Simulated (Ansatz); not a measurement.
Basis-set extrapolation for CH4BCl3Si, SMILES `ClC[SiH2]B(Cl)Cl` (PBE0-D4/def2-TZVP geometry, frozen core, the Gaussian-basis code of Ansatz). Multiplicity 1, RHF reference.

|  | def2-TZVPP | def2-QZVPP |
| --- | --- | --- |
| HF | -1732.460235 | -1732.509651 |
| MP2 correlation | -0.956082 | -1.041295 |
| CCSD(T) correlation | -1.077794 | not run |

Energies in hartree. Use E(X) = E(∞) + A·exp(−7.88·√X) for Hartree–Fock and E(X) = E(∞) + B·X^(−2.97) for correlation, with X = 3 and 4, and add CCSD(T) minus MP2 of the smaller set to the MP2 limit.

What is the CCSD(T) energy at the basis-set limit?

HF limit: -1732.509651 + (-0.049416) × 0.13774 = -1732.51646. MP2 limit: -1.041295 + (-0.085213) × 0.74074 = -1.10442. Higher-order term: -1.077794 − (-0.956082) = -0.12171. Total: -1733.74259 hartree, 537.1 kJ/mol below CCSD(T)/def2-TZVPP.
